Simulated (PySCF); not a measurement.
## Magnetic susceptibility: `[P@@]1(C(C)=O)(=O)C(C)=C1F`, C₅H₆FO₂P

Molfile (atoms numbered from 1):
```
C5H6FO2P
     RDKit          3D

 15 15  0  0  0  0  0  0  0  0999 V2000
    2.8089    0.1213   -0.3291 C   0  0  0  0  0  0  0  0  0  0  0  0
    1.5588   -0.1218    0.4264 C   0  0  0  0  0  0  0  0  0  0  0  0
    1.3909   -0.2102    1.6025 O   0  0  0  0  0  0  0  0  0  0  0  0
    0.1020   -0.2921   -0.7521 P   0  0  2  0  0  5  0  0  0  0  0  0
    0.3657   -0.1211   -2.1859 O   0  0  0  0  0  0  0  0  0  0  0  0
   -1.5098   -0.0610    0.0885 C   0  0  0  0  0  0  0  0  0  0  0  0
   -2.5795    0.8341    0.5567 C   0  0  0  0  0  0  0  0  0  0  0  0
   -1.1788   -1.3485   -0.0361 C   0  0  0  0  0  0  0  0  0  0  0  0
   -1.7235   -2.5299    0.2140 F   0  0  0  0  0  0  0  0  0  0  0  0
    2.9615   -0.7089   -1.0211 H   0  0  0  0  0  0  0  0  0  0  0  0
    3.6661    0.2348    0.3305 H   0  0  0  0  0  0  0  0  0  0  0  0
    2.6717    1.0124   -0.9436 H   0  0  0  0  0  0  0  0  0  0  0  0
   -2.8643    1.5245   -0.2365 H   0  0  0  0  0  0  0  0  0  0  0  0
   -2.2264    1.4227    1.4032 H   0  0  0  0  0  0  0  0  0  0  0  0
   -3.4478    0.2516    0.8606 H   0  0  0  0  0  0  0  0  0  0  0  0
  1  2  1  0
  2  3  2  0
  4  2  1  1
  4  5  2  0
  4  6  1  0
  6  7  1  0
  6  8  2  0
  8  9  1  0
  8  4  1  0
  1 10  1  0
  1 11  1  0
  1 12  1  0
  7 13  1  0
  7 14  1  0
  7 15  1  0
M  END
```

The calculation used GIAO PBE/pcSseg-1 magnetisability, rotational g tensor and spin-rotation constants, non-relativistic, gas phase (PySCF 2.14.0). Geometry: GFN2-xTB.

Problem. How diamagnetic is it, and how anisotropic?

Solution. Isotropic -1109 × 10⁻³⁰ J/T², or -66.8 × 10⁻⁶ cm³/mol; principal values -1238, -1074, -1016 × 10⁻³⁰ J/T², anisotropy 200 × 10⁻³⁰ J/T² (root of half the summed squared differences of the principal values). The susceptibility is in cgs units.

Problem. Split it along the inertial axes a, b, c into diamagnetic and paramagnetic parts about the centre of mass, with the quadrupole moment.

Solution. 
| axis | χ (10⁻⁶ cm³/mol) | diamagnetic (10⁻⁶ cm³/mol) | paramagnetic (10⁻⁶ cm³/mol) | summed x² of all electrons (Å²) | quadrupole Θ (D Å) |
| --- | --- | --- | --- | --- | --- |
| a | -64.7 | -702.6 | 638.0 | 236.6 | +13.53 |
| b | -61.6 | -1332.3 | 1270.7 | 88.2 | -18.51 |
| c | -74.1 | -1378.1 | 1304.0 | 77.4 | +4.98 |

Anisotropies 2χaa − χbb − χcc = +6.4 and 2χbb − χaa − χcc = +15.5 × 10⁻⁶ cm³/mol. Θ is traceless in Buckingham's convention.

Problem. And the rotational g tensor?

Solution. 
```csv
axis,rotational constant (GHz),g,nuclear part,electronic part
a,1.9208,-0.0418,0.5339,-0.5757
b,0.9615,-0.0138,0.5602,-0.5740
c,0.9179,-0.0138,0.5485,-0.5623
```
Asymmetric top; isotopes 12C, 19F, 1H, 16O, 31P; no vibrational averaging.
